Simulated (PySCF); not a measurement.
# `InChI=1S/C6H7NO2S/c1-4(8)6-7-5(9-2)3-10-6/h3H,1-2H3`

Cartesian coordinates in Å; atom numbers follow the order of the lines, from 1:
```xyz
17

C    -2.432    1.003   -0.808
O    -2.490   -0.197   -0.059
C    -1.308   -0.689    0.334
C    -1.189   -1.851    1.068
S     0.452   -2.182    1.394
C     0.875   -0.734    0.521
C     2.277   -0.338    0.381
C     2.486    0.932   -0.397
O     3.171   -0.997    0.861
N    -0.145   -0.084    0.040
H    -1.968    1.802   -0.226
H    -1.860    0.859   -1.727
H    -3.464    1.257   -1.042
H    -1.979   -2.487    1.409
H     1.954    1.744    0.092
H     3.546    1.161   -0.458
H     2.067    0.816   -1.393
```

Computed, not measured: GIAO wB97X-D/cc-pVDZ magnetisability, rotational g tensor and spin-rotation constants, non-relativistic, gas phase in PySCF 2.14.0. Geometry: GFN2-xTB.

What are the magnetisability and the molar susceptibility?

Isotropic -1430 × 10⁻³⁰ J/T², or -86.1 × 10⁻⁶ cm³/mol; principal values -2010, -1258, -1023 × 10⁻³⁰ J/T², anisotropy 893 × 10⁻³⁰ J/T² (root of half the summed squared differences of the principal values). The susceptibility is in cgs units.

Split it along the inertial axes a, b, c into diamagnetic and paramagnetic parts about the centre of mass, with the quadrupole moment.


| axis | χ (10⁻⁶ cm³/mol) | diamagnetic (10⁻⁶ cm³/mol) | paramagnetic (10⁻⁶ cm³/mol) | summed x² of all electrons (Å²) | quadrupole Θ (D Å) |
| --- | --- | --- | --- | --- | --- |
| a | -61.8 | -746.8 | 685.0 | 323.2 | -9.82 |
| b | -75.5 | -1441.2 | 1365.7 | 159.5 | +10.64 |
| c | -121.0 | -2047.8 | 1926.8 | 16.5 | -0.83 |

Anisotropies 2χaa − χbb − χcc = +72.9 and 2χbb − χaa − χcc = +31.9 × 10⁻⁶ cm³/mol. Θ is traceless in Buckingham's convention.

And the rotational g tensor?


```tsv
axis	rotational constant (GHz)	g	nuclear part	electronic part
a	1.9265	-0.0409	0.5791	-0.6200
b	0.8776	-0.0180	0.5451	-0.5631
c	0.6075	+0.0025	0.5524	-0.5499
```
Asymmetric top; isotopes 12C, 1H, 14N, 16O, 32S; no vibrational averaging.
